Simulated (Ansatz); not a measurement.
GaH$_{3}$S$_{2}$ (`[SH][GaH][SH]`). Charge 0, multiplicity 1. The geometry is a stationary point of PBE0-D4/def2-TZVP. It is one conformer, not always the lowest.

```xyz
6

S    -0.418    1.811   -0.480
Ga    0.820    0.155    0.266
S     0.014   -1.888    0.349
H    -1.498    1.054   -0.729
H     2.274    0.431    0.738
H    -1.193   -1.564   -0.143
```

Task: What is the dipole moment at ωB97M-V/def2-TZVPP? (Best estimate.)

Result: Computed: 0.50 D, with components (-0.47, -0.09, -0.15) D in this frame, pointing from negative to positive charge.

Task: And with PBE, r2SCAN, B3LYP? (An estimate is asked.)

Result: Ansatz gave: PBE 0.63 D, r2SCAN 0.63 D, B3LYP 0.57 D.

Task: Give the Mulliken charges with ωB97M-V, B3LYP, r2SCAN in def2-TZVPP. (Estimate.)

Result: Ansatz gave: 
```json
{"atom": "S1", "ωB97M-V": "-0.25", "B3LYP": "-0.25", "r2SCAN": "-0.26"}
{"atom": "Ga2", "ωB97M-V": "0.29", "B3LYP": "0.33", "r2SCAN": "0.35"}
{"atom": "S3", "ωB97M-V": "-0.25", "B3LYP": "-0.25", "r2SCAN": "-0.26"}
{"atom": "H4", "ωB97M-V": "0.11", "B3LYP": "0.10", "r2SCAN": "0.10"}
{"atom": "H5", "ωB97M-V": "-0.01", "B3LYP": "-0.03", "r2SCAN": "-0.04"}
{"atom": "H6", "ωB97M-V": "0.11", "B3LYP": "0.10", "r2SCAN": "0.10"}
```

B3LYP here is the variant with VWN-RPA as its local correlation; programs differ in this.
